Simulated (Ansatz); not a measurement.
Relaxation of CH5FOSSi (10 atoms, charge 0, multiplicity 1), to a largest force component of 0.015 eV/Å in at most 40 steps.

Method: RKS r2SCAN-D4/6-31G in Ansatz.

```xyz
10
Properties=species:S:1:pos:R:3
O -0.481 1.434 0.826
C 0.249 0.306 0.559
S 0.138 -0.007 -1.235
Si 2.052 0.194 1.128
F 2.913 1.283 0.179
H -0.847 1.393 1.728
H -0.282 -0.527 1.098
H 0.869 0.981 -1.588
H 2.190 0.604 2.507
H 2.610 -1.118 0.869
```

Question: Where does it end, and by what steps?

Answer: It converged. Limits of this set-up: no polarisation functions. After 18 steps the energy has fallen by 0.770 eV; H6 moved furthest, 0.75 Å.

```tsv
step	energy less start (eV)	largest force component (eV/Å)	accepted
0	0.0000	2.893	yes
1	-0.4384	1.260	yes
2	-0.5109	0.275	yes
3	-0.5217	0.171	yes
4	-0.5292	0.409	yes
5	-0.5418	0.272	yes
6	-0.5741	0.323	yes
7	-0.5908	0.313	yes
8	-0.5932	2.109	yes
9	-0.6801	0.690	yes
10	-0.5907	2.279	no
11	-0.7387	0.426	yes
12	-0.7572	0.437	yes
13	-0.7652	0.245	yes
14	-0.7690	0.056	yes
15	-0.7695	0.120	yes
16	-0.7702	0.026	yes
17	-0.7701	0.056	no
18	-0.7704	0.007	yes
```

```xyz
10
Properties=species:S:1:pos:R:3
O -0.268 1.390 1.319
C 0.250 0.195 0.713
S -0.017 0.134 -1.183
Si 2.120 0.178 1.129
F 2.860 1.208 -0.012
H -1.213 1.514 1.084
H -0.261 -0.716 1.056
H 0.913 1.111 -1.473
H 2.363 0.734 2.497
H 2.666 -1.205 0.940
```

Whether the end is a true minimum wasn't checked by a vibrational analysis.

The run took 110 s on 1 CPU thread of a shared host.
